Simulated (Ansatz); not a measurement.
F$_{3}$H$_{2}$NSn, SMILES `[NH2][Sn]([F])([F])[F]`, relaxed with RKS PBE0-D4/def2-TZVP in the Gaussian-basis code of Ansatz from a PBE-D4/def2-SVP geometry. The force threshold is 0.005 eV/Å; the program also tests the step.

Total charge 0; spin multiplicity 1. Sn: def2 effective core potential.

Start:

```xyz
7

N    -1.200   -0.285   -0.659
Sn    0.609   -0.046    0.250
F     2.038   -0.205   -1.048
F     0.937    1.638    1.172
F     0.875   -1.419    1.590
H    -1.942   -0.153    0.047
H    -1.316    0.471   -1.352
```

```csv
step,energy (eV),largest force (eV/Å),largest move (Å)
1,-15502.5101,1.000,0.000
2,-15502.6323,0.365,0.054
3,-15502.6393,0.161,0.026
4,-15502.6402,0.136,0.054
5,-15502.6418,0.025,0.021
6,-15502.6418,0.013,0.008
7,-15502.6419,0.007,0.002
8,-15502.6419,0.000,0.001
```

End:

```xyz
7

N    -1.162   -0.240   -0.622
Sn    0.604   -0.037    0.253
F     1.990   -0.192   -1.021
F     0.957    1.590    1.161
F     0.854   -1.380    1.557
H    -1.932   -0.178    0.034
H    -1.311    0.437   -1.361
```

Hardware: 4 threads of an Arm Neoverse V2 on a shared host. Wall time 24 s, peak host memory 0.44 GiB.
